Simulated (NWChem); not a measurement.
System: CH$_{5}$BS; SMILES CBS

NWChem input:

```
start job
memory heap 200 mb stack 900 mb global 1100 mb
geometry units angstroms
  B     -0.319050    -0.431457     0.634952
  H     -1.341521    -0.708464     1.133108
  C      1.049145    -0.952946     1.208641
  H      1.068806    -2.041362     1.232864
  H      1.182024    -0.632325     2.243311
  H      1.917517    -0.618478     0.645108
  S     -0.322926     0.603299    -0.802898
  H     -1.633202     0.793875    -0.923126
end
basis spherical
  * library def2-svp
end
dft
  xc xpbe96 cpbe96
  disp vdw 4
  iterations 150
end
driver
  maxiter 120
end
task dft optimize
task dft freq
```

Excerpt of the output:

```
             Northwest Computational Chemistry Package (NWChem) 7.3.0
             --------------------------------------------------------

 CS  symmetry detected

                             Geometry "geometry" -> ""
                             -------------------------

 Output coordinates in angstroms (scale by  1.889725989 to convert to a.u.)

  No.       Tag          Charge          X              Y              Z
 ---- ---------------- ---------- -------------- -------------- --------------
    1 B                    5.0000    -0.61323666    -0.47034682     0.00000000
    2 H                    1.0000    -1.78253896    -0.52576659     0.00000000
    3 C                    6.0000     0.27665565    -1.76692658     0.00000000
    4 H                    1.0000     0.05624942    -2.38734834    -0.86879202
    5 H                    1.0000     0.05624942    -2.38734834     0.86879202
    6 H                    1.0000     1.34576022    -1.56562777     0.00000000
    7 S                   16.0000     0.16566299     1.12071035     0.00000000
    8 H                    1.0000    -0.92007856     1.88801894     0.00000000

 Effective nuclear repulsion energy (a.u.)      88.6887119850

      Symmetry information
      --------------------

 Group name             Cs
 Group number              2
 Group order               2
 No. of unique centers     7

                                Z-matrix (autoz)
                                --------

 Units are Angstrom for bonds and degrees for angles

      Type          Name      I     J     K     L     M      Value
      ----------- --------  ----- ----- ----- ----- ----- ----------
    1 Stretch                  1     2                       1.17061
    2 Stretch                  1     3                       1.57259
    3 Stretch                  1     7                       1.77148
    4 Stretch                  3     4                       1.09009
    5 Stretch                  3     5                       1.09009
    6 Stretch                  3     6                       1.08789
    7 Stretch                  7     8                       1.32951
    8 Bend                     1     3     4               110.78360
    9 Bend                     1     3     5               110.78360
   10 Bend                     1     3     6               113.80007
   11 Bend                     1     7     8                99.16539
   12 Bend                     2     1     3               121.74976
   13 Bend                     2     1     7               118.79753
   14 Bend                     3     1     7               119.45271
   15 Bend                     4     3     5               105.68711
   16 Bend                     4     3     6               107.69870
   17 Bend                     5     3     6               107.69870
   18 Torsion                  2     1     3     4          58.48038
   19 Torsion                  2     1     3     5         -58.48038
   20 Torsion                  2     1     3     6         180.00000
   21 Torsion                  2     1     7     8           0.00000
   22 Torsion                  3     1     7     8         180.00000
   23 Torsion                  4     3     1     7        -121.51962
   24 Torsion                  5     3     1     7         121.51962
   25 Torsion                  6     3     1     7          -0.00000

  pbe96 is a nonlocal functional; adding pw91lda local functional.

                           NWChem Geometry Optimization
                           ----------------------------

 maximum gradient threshold         (gmax) =   0.000450
 rms gradient threshold             (grms) =   0.000300
 maximum cartesian step threshold   (xmax) =   0.001800
 rms cartesian step threshold       (xrms) =   0.001200
 fixed trust radius                (trust) =   0.300000
 source of zmatrix                         =   autoz

[...]

      ----------------------
      Optimization converged
      ----------------------

  Step       Energy      Delta E   Gmax     Grms     Xrms     Xmax
  ---- ---------------- -------- -------- -------- -------- --------
@    4    -463.73609954 -6.2D-07  0.00021  0.00005  0.00071  0.00178
                                     ok       ok       ok       ok

                                Z-matrix (autoz)
                                --------

 Units are Angstrom for bonds and degrees for angles

      Type          Name      I     J     K     L     M      Value     Gradient
      ----------- --------  ----- ----- ----- ----- ----- ---------- ----------
    1 Stretch                  1     2                       1.21654    0.00001
    2 Stretch                  1     3                       1.56767   -0.00003
    3 Stretch                  1     7                       1.79473    0.00021
    4 Stretch                  3     4                       1.11253   -0.00001
    5 Stretch                  3     5                       1.11253   -0.00001
    6 Stretch                  3     6                       1.10770    0.00000
    7 Stretch                  7     8                       1.36295   -0.00012
    8 Bend                     1     3     4               109.34921    0.00000
    9 Bend                     1     3     5               109.34921    0.00000
   10 Bend                     1     3     6               115.63823   -0.00002
   11 Bend                     1     7     8                98.59506    0.00001
   12 Bend                     2     1     3               121.75475    0.00001
   13 Bend                     2     1     7               118.54143    0.00002
   14 Bend                     3     1     7               119.70381   -0.00003
   15 Bend                     4     3     5               104.99834    0.00003
   16 Bend                     4     3     6               108.48586   -0.00000
   17 Bend                     5     3     6               108.48586   -0.00000
   18 Torsion                  2     1     3     4          57.22869    0.00002
   19 Torsion                  2     1     3     5         -57.22869   -0.00002
   20 Torsion                  2     1     3     6         180.00000    0.00000
   21 Torsion                  2     1     7     8           0.00000   -0.00000
   22 Torsion                  3     1     7     8         180.00000    0.00000
   23 Torsion                  4     3     1     7        -122.77131    0.00002
   24 Torsion                  5     3     1     7         122.77131   -0.00002
   25 Torsion                  6     3     1     7          -0.00000   -0.00000

                         Geometry "geometry" -> "geometry"
                         ---------------------------------

 Output coordinates in angstroms (scale by  1.889725989 to convert to a.u.)

[...]

 Rotational Constants
 --------------------
 A=   1.231202 cm-1  (  1.771386 K)
 B=   0.167252 cm-1  (  0.240634 K)
 C=   0.151403 cm-1  (  0.217830 K)

 Temperature                      =   298.15K
 frequency scaling parameter      =   1.0000

 Zero-Point correction to Energy  =   35.879 kcal/mol  (  0.057178 au)
 Thermal correction to Energy     =   38.872 kcal/mol  (  0.061946 au)
 Thermal correction to Enthalpy   =   39.464 kcal/mol  (  0.062890 au)

 Total Entropy                    =   68.356 cal/mol-K
   - Translational                =   38.179 cal/mol-K (mol. weight =  60.0205)
   - Rotational                   =   23.453 cal/mol-K (symmetry #  =        1)
   - Vibrational                  =    6.724 cal/mol-K

 Cv (constant volume heat capacity) =   15.523 cal/mol-K
   - Translational                  =    2.979 cal/mol-K
   - Rotational                     =    2.979 cal/mol-K
   - Vibrational                    =    9.564 cal/mol-K

[normal modes left out]

 ----------------------------------------------------------------------------
 Normal Eigenvalue ||           Projected Infra Red Intensities
  Mode   [cm**-1]  || [atomic units] [(debye/angs)**2] [(KM/mol)] [arbitrary]
 ------ ---------- || -------------- ----------------- ---------- -----------
    1       -0.000 ||    0.000148           0.003         0.144       0.090
    2       -0.000 ||    0.000029           0.001         0.029       0.018
    3       -0.000 ||    0.000043           0.001         0.042       0.026
    4       -0.000 ||    0.000002           0.000         0.002       0.001
    5        0.000 ||    0.000397           0.009         0.387       0.244
    6        0.000 ||    0.000069           0.002         0.067       0.042
    7      133.152 ||    0.002110           0.049         2.057       1.294
    8      275.676 ||    0.002053           0.047         2.001       1.259
    9      433.170 ||    0.015242           0.352        14.859       9.349
   10      674.930 ||    0.002151           0.050         2.097       1.319
   11      696.294 ||    0.001164           0.027         1.135       0.714
   12      765.700 ||    0.004304           0.099         4.196       2.640
   13      860.942 ||    0.016432           0.379        16.019      10.078
   14      875.154 ||    0.023872           0.551        23.271      14.641
   15     1011.636 ||    0.003578           0.083         3.488       2.194
   16     1124.380 ||    0.118729           2.739       115.743      72.820
   17     1266.530 ||    0.069914           1.613        68.155      42.880
   18     1379.106 ||    0.004417           0.102         4.306       2.709
   19     1383.997 ||    0.006084           0.140         5.931       3.731
   20     2553.324 ||    0.102690           2.369       100.107      62.983
   21     2613.063 ||    0.003492           0.081         3.404       2.142
   22     2960.043 ||    0.000654           0.015         0.637       0.401
   23     3031.804 ||    0.002649           0.061         2.582       1.625
   24     3071.136 ||    0.011086           0.256        10.807       6.799
 ----------------------------------------------------------------------------
```

Level: PBE-D3(BJ)/def2-SVP.
